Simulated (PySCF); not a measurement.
**Working out the ionisation energy of Pd⁺**

Pd⁺ [Kr] 4d9 (2D) → Pd²⁺ [Kr] 4d8 (3F). Calculation: PySCF 2.14, in def2-TZVP with the def2 core potential (28 electrons) (6s4p3d1f, 40 functions); a scalar-relativistic core potential. Frozen: 4s2 4p6. Energies in hartree (1 hartree = 27.21139 eV):

```
             part  Pd⁺ (lower)  Pd²⁺ (upper)
              UHF  -126.799387   -126.158662
MP2 opposite-spin    -0.130138     -0.094040
    MP2 same-spin    -0.075332     -0.058860
```

Task: What does Hartree-Fock give?

Result: (-126.158662) − (-126.799387) = 0.640725 hartree = 17.435 eV.

Task: What do MP2 and SCS-MP2 (6/5 opposite-spin, 1/3 same-spin) give?

Result: The opposite-spin parts differ by 0.982 eV and the same-spin parts by 0.448 eV. MP2: 17.435 + (0.982) + (0.448) = 18.865 eV. SCS-MP2: 17.435 + 1.2 × (0.982) + (0.448)/3 = 18.763 eV.

Reference: 19.43 ± 0.12 eV (semi-empirical (NIST evaluation); NIST Atomic Spectra Database, ionization energies), between the lowest levels; spin-orbit coupling is absent from the calculation.

What remains against the reference includes basis incompleteness, the frozen core and correlation beyond second order.
